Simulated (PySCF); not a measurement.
(E)-1,2-dichloro-1,2-difluoroethene (C₂Cl₂F₂), SMILES Cl/C(=C(\F)Cl)F. Heavy atoms are numbered as in [F:1]/[C:2]([Cl:3])=[C:4](/[F:5])[Cl:6].

The structure is a stationary point at B3LYP-D3(BJ)/def2-SVP.

All values below come from HF/def2-TZVP run with PySCF.

ESP charges are fitted to the potential on shells at 1.4 to 2.0 van der Waals radii. Atomic charges (e), one atom of each kind:

| atom | ESP fit | meta-Löwdin | Mulliken | Löwdin |
|---|---|---|---|---|
| F1 | -0.14 | -0.28 | -0.22 | 0.17 |
| C2 | 0.14 | 0.28 | 0.24 | -0.60 |
| Cl3 | 0.00 | 0.00 | -0.02 | 0.43 |

Question: Give the Mayer and Wiberg (Löwdin basis) orders of the bonds. (An estimate is asked for; the answer gives what the named calculation found.)

Answer: 
| bond | Mayer | Wiberg |
|---|---|---|
| F1–C2 | 1.01 | 1.75 |
| C2–Cl3 | 1.15 | 1.73 |
| C2–C4 | 1.87 | 1.99 |
| C4–F5 | 1.01 | 1.75 |
| C4–Cl6 | 1.15 | 1.73 |
